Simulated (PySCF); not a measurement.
This script is equivalent to a calculation on Te³⁹⁺ (tellurium, charge +39).

```python
from pyscf import gto, scf, dft, mp, cc
mol = gto.M(atom="Te 0 0 0", charge=39, spin=1, symmetry="D2h",
            basis=gto.etbs([(0, 18, 6.6, 2.5), (1, 12, 8.6, 2.5), (2, 4, 35, 2.7), (3, 4, 52, 2.7)]),
            nucmod="G")
mf = scf.UHF(mol).sfx2c1e()
mf.irrep_nelec = {'Ag': (3, 3), 'B1u': (1, 1), 'B2u': (2, 1), 'B3u': (1, 1)}
mf.kernel()
```

(1) What total energy does it give?

(2) Which occupied shell lies highest, and where?

(3) What is ⟨S²⟩, and what would a pure spin state give?

Spin-orbit coupling, absent here, splits the open shell strongly.

Results:

(1) -5450.17441 hartree (calculated).

(2) 3p α, at -2742.1 eV.

(3) 0.751, against 0.75.
